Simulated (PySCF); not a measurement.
CH4Al, multiplicity 2. Atoms are numbered in the order given.

```xyz
6

Al     0.1406    -0.7833     0.0000
C     -0.0438     1.1862     0.0000
H     -0.6230     1.4950     0.8868
H     -0.6230     1.4950    -0.8868
H      0.9085     1.7320     0.0000
H     -1.2271    -1.6561     0.0000
```
Charge 0, spin multiplicity 2.

Geometry optimised at PBE-D3(BJ)/def2-TZVP. The multiplicity is an assumed one; other spin states were not compared. The isomer is the one that the SMILES or the coordinates give; other isomers of the formula were not compared.

All values below come from PySCF with PBE-D3(BJ)/def2-TZVP.

Frequencies are harmonic and unscaled.

| mode | ν (cm⁻¹) | IR (km/mol) | moving atoms (share of kinetic energy) |
|---|---|---|---|
| 1 | 113 | 1.2 | H 95 % |
| 2 | 439 | 25.6 | H 96 % |
| 3 | 511 | 0.6 | H 85 %, C 13 % |
| 4 | 597 | 41.7 | C 49 %, Al 36 %, H 15 % |
| 5 | 732 | 101.3 | H 78 %, C 16 % |
| 6 | 1146 | 5.4 | H 82 %, C 18 % |
| 7 | 1382 | 2.8 | H 95 % |
| 8 | 1396 | 6.1 | H 95 % |
| 9 | 1746 | 231.4 | H 96 % |
| 10 | 2948 | 6.0 | H 97 % |
| 11 | 3020 | 8.5 | H 91 %, C 9 % |
| 12 | 3064 | 5.7 | H 91 %, C 9 % |
